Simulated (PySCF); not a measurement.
Method: PySCF with B3LYP-D3(BJ)/def2-TZVP // B3LYP-D3(BJ)/def2-SVP. All species are isolated molecules in the gas phase. B3LYP has the VWN-RPA correlation part, as in Gaussian. Excitations are Tamm–Dancoff values on a coarser integration grid. The basis has no diffuse functions, so Rydberg states are missing or too high.

Reference species (SMILES): `N#Cc1ccc2cccc-2cc1` (neutral, multiplicity 1).

```yaml
S1 excitation (TDA): 2.24 eV
HOMO–LUMO gap: 2.99 eV
```

Changed species: `N#Cc1cc2cccccc-2c1`.

### Question
Give the shifts of the S1 excitation (TDA) and HOMO–LUMO gap.

### Answer
the S1 excitation (TDA) goes up by 0.13 eV, to 2.37 eV; the HOMO–LUMO gap increases by 0.16 eV, to 3.15 eV.
